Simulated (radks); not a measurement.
Charge is removed step by step from the 3d5/2 level of Br, starting from [Ar] 3d(3/2: 4, 5/2: 6) 4s2 4p5. All-electron calculation, Dirac Kohn-Sham, PBEsol, spin-unpolarised, spherical densities, finite nucleus; open shells fill j = l - 1/2 first; Fermi nuclear charge, rms radius 4.1629 fm. Program: a radial shooting solver on a logarithmic mesh with Libxc functionals.

| removed (e) | E - E(0) (eV) | eigenvalue (eV) | E minus straight line (eV) |
|---|---|---|---|
| 0 | 0.000 | -66.193 | 0.000 |
| 0.1 | 6.731 | -68.437 | -1.060 |
| 0.2 | 13.689 | -70.718 | -1.894 |
| 0.3 | 20.876 | -73.036 | -2.498 |
| 0.4 | 28.297 | -75.389 | -2.868 |
| 0.5 | 35.955 | -77.775 | -3.002 |
| 0.6 | 43.853 | -80.195 | -2.895 |
| 0.7 | 51.995 | -82.647 | -2.544 |
| 0.8 | 60.384 | -85.130 | -1.947 |
| 0.9 | 69.022 | -87.645 | -1.100 |
| 1 | 77.913 | -90.189 | 0.000 |

Removing the whole electron costs 77.913 eV by Delta-SCF, against 66.193 eV from minus the eigenvalue at the starting occupation. Slater's transition state (half an electron removed) gives 77.775 eV. Integrating minus the eigenvalue over the occupation (Janak's theorem) gives 77.913 eV. The mean slope of the eigenvalue, de/dn, is 24.0 eV per electron.
